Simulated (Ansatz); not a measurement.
`C[N]=[Mo]([NH2])(=[O])[F]` + HCl → `C[N]=[Mo](=[O])([F])[Cl]` + NH₃ at 600 K and 1 bar (ligand exchange at a Mo–N bond).

Gas-phase electronic energies from Ansatz, PBE0-D4/def2-TZVP geometries. CCSD(T)/CBS adds triple-zeta CCSD(T) − MP2 to the extrapolated MP2 energy (def2 sets, frozen cores). This one scheme is used for every species. def2 core potentials past Kr. For Mo outer-core shells are correlated without core-valence functions, which leaves a few kJ/mol of doubt a bond. Each species was taken in one conformer, which may not be the lowest.

```csv
species,CCSD(T)/CBS energy (Eh),H − E (kJ/mol),S (J/(mol·K))
`C[N]=[Mo]([NH2])(=[O])[F]`,-393.69631,263.4,482.5
HCl,-460.38127,35.4,207.2
`C[N]=[Mo](=[O])([F])[Cl]`,-797.59379,192.6,470.4
NH₃,-56.50880,112.4,219.5
```

H − E and S are ideal-gas, rigid-rotor, harmonic terms from PBE0-D4/def2-TZVP, for one conformer and one mirror image of each species. 1 Eh = 2625.50 kJ/mol, R = 8.31446 J/(mol·K).

**Question.** By hand: ΔE, ΔH, ΔS and ΔG.

**Answer.** ΔE = (-797.59379) + (-56.50880) − (-393.69631) − (-460.38127) = -0.02501 Eh = -65.7 kJ/mol. Δ(H − E) = 192.6 + 112.4 − 263.4 − 35.4 = 6.2, so ΔH = -59.5 kJ/mol. ΔS = 470.4 + 219.5 − 482.5 − 207.2 = 0.2 J/(mol·K). ΔG = -59.5 − 600 × (0.2)/1000 = -59.6 kJ/mol.

**Question.** By hand: the equilibrium constant, and the temperature at which ΔG would vanish if ΔH and ΔS stayed fixed.

**Answer.** log₁₀ K = −ΔG/(RT ln 10) = 5.2. ΔH and −TΔS have one sign here, so there is no such temperature. One of them is within its doubt of zero, so this could turn.

The number of gas molecules stays the same, so ΔS is small and ΔH decides. A doubt of 5 kJ/mol in ΔE shifts log₁₀ K by 0.4 here. Other conformers and mirror images would add mixing entropy, several J/(mol·K) or more a flexible species. These are equilibria of isolated gas molecules and say nothing of rates. Largest T1 diagnostic: 0.022 (customary marks: 0.02 for closed shells, 0.045 for open ones).
